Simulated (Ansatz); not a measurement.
Reaction (ligand exchange at the Al–S bond): `[NH2][Al]([F])[SH]` + HBr → `[NH2][Al]([F])[Br]` + H₂S

Calculated with Ansatz (gas phase, PBE0-D4/def2-TZVP geometries, no zero-point term in ΔE). CCSD(T)/CBS is the MP2 limit (def2-TZVPP, def2-QZVPP) plus CCSD(T) − MP2 in def2-TZVPP, frozen cores. This one scheme is used for every species. For Br outer-core shells are correlated without core-valence functions, which leaves a few kJ/mol of doubt a bond. Scalar relativity is left out up to krypton. Each species was taken in one conformer, which may not be the lowest.

| level | ΔE (kJ/mol) |
| --- | --- |
| CCSD/def2-SVP | -52.6 |
| CCSD/CBS(def2) | -52.8 |

What does CCSD(T)/CBS give? (An estimate is asked.)

Computed: -51.0 kJ/mol. The listed levels differ from it by -1.6, -1.8 kJ/mol.

Largest T1 diagnostic among the species: 0.011.

In def2-TZVPP, CCSD(T) changes the Hartree–Fock value by +11.0 kJ/mol (the triples alone add +1.7 kJ/mol) and MP2 by +9.5 kJ/mol. From PBE to PBE0 (25 % exact exchange), in def2-TZVPP and without D4, ΔE moves by −3.5 kJ/mol. Leaving LDA and LC-ωPBE aside and taking each functional with its dispersion term where it has one, the values, not all of them listed here, spread over 10.0 kJ/mol, from BHLYP-D4 to revPBE-D4.
